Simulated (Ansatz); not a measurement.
Mulliken charges of `B/C=N/C` from r2SCAN/def2-TZVPP in Ansatz (PBE0-D4/def2-TZVP geometry).

```tsv
atom	x (Å)	y (Å)	z (Å)	charge (e)
B1	-1.061	1.312	-1.205	0.012
C2	0.007	0.432	-0.498	-0.030
N3	-0.344	-0.329	0.464	-0.206
C4	0.659	-1.131	1.103	0.008
H5	-0.752	2.034	-2.107	0.007
H6	-2.193	1.254	-0.832	0.014
H7	1.066	0.450	-0.809	0.036
H8	0.361	-2.182	1.036	0.069
H9	0.674	-0.887	2.170	0.069
H10	1.666	-1.005	0.682	0.021
```

Problem. By hand: the dipole of these point charges (1 e Å = 4.8032 D).

Solution. Σ q r = (0.172, -0.123, 0.094) e Å, of length 0.231 e Å = 1.11 D.

Problem. How does the dipole of the full density compare? (Estimate.)

Solution. Ansatz gave: (0.358, -0.138, 0.059) e Å, 1.86 D; the point charges give 0.60 times that, at 21° from its direction.

Point charges leave out the atoms' own dipoles, such as those of lone pairs, and Mulliken's split depends on the basis, so the two needn't agree.
